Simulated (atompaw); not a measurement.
## Reading a pseudo-wave (cobalt)

Columns: radius, all-electron u(r) and pseudo u(r) of the 4p shell (level -4.37 eV) of cobalt in the configuration [Ar] 3d7 4s1.5 4p0; LDA (PW92), scalar-relativistic, PAW (atompaw) scheme, atompaw 4.2.0.5.

| r (bohr) | all-electron | pseudo |
| --- | --- | --- |
| 0.098 | 0.1138 | 0.0021 |
| 0.196 | 0.0932 | 0.0085 |
| 0.294 | -0.0207 | 0.0189 |
| 0.392 | -0.1286 | 0.0332 |
| 0.490 | -0.1935 | 0.0510 |
| 0.588 | -0.2129 | 0.0720 |
| 0.687 | -0.1966 | 0.0960 |
| 0.785 | -0.1566 | 0.1221 |
| 0.883 | -0.1027 | 0.1500 |
| 0.981 | -0.0418 | 0.1792 |
| 1.079 | 0.0213 | 0.2092 |
| 1.177 | 0.0838 | 0.2397 |
| 1.275 | 0.1435 | 0.2700 |
| 1.373 | 0.1995 | 0.2999 |
| 1.471 | 0.2512 | 0.3290 |
| 1.569 | 0.2982 | 0.3571 |
| 1.667 | 0.3406 | 0.3838 |
| 1.765 | 0.3784 | 0.4090 |
| 1.863 | 0.4118 | 0.4325 |
| 1.962 | 0.4414 | 0.4545 |
| 2.060 | 0.4666 | 0.4743 |
| 2.158 | 0.4882 | 0.4922 |
| 2.256 | 0.5063 | 0.5080 |
| 2.354 | 0.5212 | 0.5218 |
| 2.452 | 0.5332 | 0.5332 |
| 2.550 | 0.5424 | 0.5424 |

Task: How many radial nodes do the two functions have?

Result: The all-electron 4p function has n − l − 1 = 2; the pseudo-wave has 0, since the states of the same l below it are removed with the core.

Task: Is the pseudo-wave norm-conserving?

Result: No, it belongs to a PAW set: the norm inside the radius is not constrained, and the difference is carried by the augmentation charge.
